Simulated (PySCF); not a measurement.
A structure optimised at B3LYP-D3(BJ)/def2-SVP, used in a PySCF frequency run:

```
N
C 1 1.4450
H 2 1.1025 1 111.40
H 2 1.1104 3 106.82 1 121.29
H 2 1.1134 3 107.27 4 113.72
C 1 1.4450 2 113.31 3 177.44
H 6 1.1025 1 111.40 2 -177.44
H 6 1.1104 7 106.82 1 -121.29
H 6 1.1134 7 107.27 8 -113.72
Zn 1 1.8142 2 121.18 3 -25.67
F 10 1.7436 2 154.86 3 -13.31
```

Task: Write its SMILES, formula and point group.

Result: C[N](C)[Zn][F], C2H6FNZn, Cs

Task: What are its rotational constants (standard atomic weights)?

Result: 9.3369, 1.8244, 1.5602 GHz
